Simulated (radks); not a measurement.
Results of a calculation; reference values are marked as such.
Question: Species: Cu3+. Configuration: [Ne] 3s2 3p5.75 3d8 4d0.25 (fractional occupations, a model configuration). Code: a radial shooting solver on a logarithmic mesh with Libxc functionals. Model: scalar-relativistic Kohn-Sham, PBE, spin-unpolarised, spherical densities, finite nucleus; Fermi nuclear charge, rms radius 3.8823 fm. Some entries of the table are withheld. Estimate them.

| orbital | occ. | eigenvalue (Ry) | <1/r> (bohr^-1) | r(max) (bohr) |
|---|---|---|---|---|
| 1s | 2 | -654.3327 | 29.16 | 0.03411 |
| 2s | 2 | -81.86658 | 6.329 | 0.1966 |
| 2p | 6 | -71.17478 | 6.210 | 0.1582 |
| 3s | 2 | -12.07058 | 2.018 | 0.6112 |
| 3p | 5.75 | -8.91420 | 1.875 | (1) |
| 3d | 8 | -3.83251 | (2) | (3) |
| 4d | 0.25 | (4) | 0.3929 | (5) |

Answer: 
(1) 3p r(max) (bohr): 0.6159
(2) 3d <1/r> (bohr^-1): 1.545
(3) 3d r(max) (bohr): 0.5853
(4) 4d eigenvalue (Ry): -1.18981
(5) 4d r(max) (bohr): 2.952
